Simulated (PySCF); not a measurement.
Two species compared at the same levels of theory.

First species: C7H7NSi.
InChI=1S/C7H7NSi/c1-2-3-9-5-7(4-8)6-9/h1,5,9H,3,6H2/t9-/m1/s1

Second species: C4H5N3O.
SMILES: `Cn1cnc(C=O)n1`

Levels: PBE0/def2-SVPD for dipole moment, HOMO energy, LUMO energy, HOMO–LUMO gap, static isotropic polarisability and electronic spatial extent ⟨r²⟩ about the centre of nuclear charge; TDDFT PBE0/def2-SVPD for lowest singlet excitation; TDA PBE0/def2-SVPD for lowest triplet excitation (Tamm–Dancoff); GFN2-xTB for rotational constant A and rotational constant C. Geometries: GFN2-xTB. Each structure is a single optimised conformer of the isolated species, non-relativistic unless stated; the electronic structure was computed with PySCF and density fitting.

Dipoles, sizes and rotational constants follow the conformer. The torsions of the flexible species, by atom-mapped SMILES:
- `[CH:1]#[C:2][CH2:3][Si@@H:4]1[CH:5]=[C:6]([C:7]#[N:8])[CH2:9]1`: C2–C3–Si4–C5 168°
- `[CH3:1][n:2]1[cH:3][n:4][c:5]([CH:6]=[O:7])[n:8]1`: N4–C5–C6–O7 180°

Task: Which has the higher rotational constant A?

Result: The second: 5.578 GHz against 4.731 GHz, a difference of 0.847 GHz.

Task: Which has the higher dipole moment?

Result: The second: 5.97 D against 4.01 D, a difference of 1.96 D.

Task: Which of the two has the higher static isotropic polarisability, and by how much?

Result: The first: 110.1 au against 70.8 au, a difference of 39.3 au.

Task: Which of the two has the higher LUMO energy, and by how much?

Result: The second: -1.77 eV against -1.85 eV, a difference of 0.08 eV.

Task: Which of the two has the higher HOMO–LUMO gap, and by how much?

Result: The first: 5.93 eV against 5.84 eV, a difference of 0.09 eV.

Task: Which of the two has the higher ⟨r²⟩, and by how much?

Result: The first: 1874 bohr² against 960 bohr², a difference of 914 bohr².

Task: Which of the two has the higher T1 energy, and by how much?

Result: The first: 3.50 eV against 3.13 eV, a difference of 0.37 eV.

Task: Which has the higher S1 energy?

Result: The first: 5.15 eV against 3.72 eV, a difference of 1.43 eV.

On the first: The polarisability is 16.31 Å³ as a volume (1 au = 0.148185 Å³), or 1.57 au for each of the 70 electrons. S1 lies 0.78 eV below the HOMO–LUMO gap; its leading configuration is HOMO→LUMO, weight 0.92.

On the second: S1 lies 2.12 eV below the HOMO–LUMO gap; its leading configuration is HOMO→LUMO, weight 0.97. The vertical singlet–triplet gap S1 − T1 is 0.59 eV (TDDFT singlet less Tamm–Dancoff triplet; S1: HOMO→LUMO, weight 0.97; T1: HOMO→LUMO, weight 0.95).
